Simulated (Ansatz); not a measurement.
This geometry of H2 + H2O2Zn (7 atoms, charge 0, multiplicity 1) is a first-order saddle point.

Method: Ansatz, RKS PBE0-D4/def2-SVP.

```xyz
7
Properties=species:S:1:pos:R:3
Zn 0.233 -0.198 -0.006
O 0.033 0.154 1.879
H -0.580 -0.320 2.455
O -0.506 -0.277 -1.627
H 0.115 -0.512 -2.324
H 1.873 -0.560 0.875
H 1.210 -0.326 1.576
```

Q: Which two structures does it join? (They come from a converged band through this point; their orientation in space is the band's.)

A: Bonds broken: H6–H7. Bonds formed: Zn1–H6, O2–H7. H2 + H2O2Zn becomes H4O2Zn.

Initial state:

```xyz
7
Properties=species:S:1:pos:R:3
Zn -0.502 -0.016 -0.154
O -0.274 0.322 1.573
H -0.518 -0.403 2.159
O -0.810 -0.218 -1.880
H -0.034 -0.448 -2.401
H 2.600 -0.812 1.783
H 1.917 -0.466 1.747
```

Final state:

```xyz
7
Properties=species:S:1:pos:R:3
Zn 1.346 -0.313 0.041
O -0.055 0.056 1.680
H -0.681 -0.046 0.916
O -0.326 -0.411 -0.708
H -0.507 -0.318 -1.644
H 2.866 -0.360 0.239
H -0.265 -0.649 2.304
```

Q: How far does it lie above each of them?

A: 0.74 eV above the first and 1.51 eV above the second. This is the barrier of this one path; another mechanism may lie lower. The orbitals stay closed-shell, which can raise the energy where a bond breaks towards radicals; this wasn't checked here.

Run time: 6.4 min on 1 thread of Arm Neoverse V2, with other jobs on the host, peak memory 0.15 GiB.
